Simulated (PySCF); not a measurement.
C₃H₇BO₂, SMILES C/C=C\B(O)O, GFN2-xTB optimised geometry.

```
13

C      2.10     0.12     0.00
C      1.22    -1.08     0.00
C     -0.11    -1.08     0.00
B     -1.09     0.14     0.00
O     -2.45    -0.05    -0.01
O     -0.67     1.43     0.01
H      2.74     0.11    -0.88
H      2.74     0.11     0.88
H      1.50     1.03     0.00
H      1.76    -2.03     0.00
H     -0.59    -2.06     0.00
H     -2.74    -0.95    -0.02
H     -1.39     2.06     0.01
```

Density from CAM-B3LYP/def2-TZVP run with PySCF at that geometry.

Minimum of the electron density along straight lines between bonded atoms, close to the bond critical point (lines longer than 1.1 times the sum of covalent radii, or with two minima, are not listed):

```
bond    length / Å  ρ at the minimum / e bohr⁻³  ∇²ρ there / e bohr⁻⁵  position (fraction from the first atom)
------  ----------  ---------------------------  --------------------  ---------------------------------------
C1–C2        1.488                        0.267                 -0.73                                     0.49
C2–C3        1.332                        0.355                 -1.10                                     0.51
C3–B4        1.571                        0.190                 -0.34                                     0.67
B4–O5        1.369                        0.206                  0.85                                     0.33
B4–O6        1.354                        0.215                  0.93                                     0.33
C1–H7        1.090                        0.277                 -0.94                                     0.64
C1–H8        1.090                        0.277                 -0.94                                     0.64
C1–H9        1.084                        0.287                 -1.02                                     0.65
C2–H10       1.086                        0.287                 -1.03                                     0.65
C3–H11       1.088                        0.279                 -0.97                                     0.64
O5–H12       0.955                        0.364                 -2.52                                     0.81
O6–H13       0.959                        0.360                 -2.49                                     0.81
```
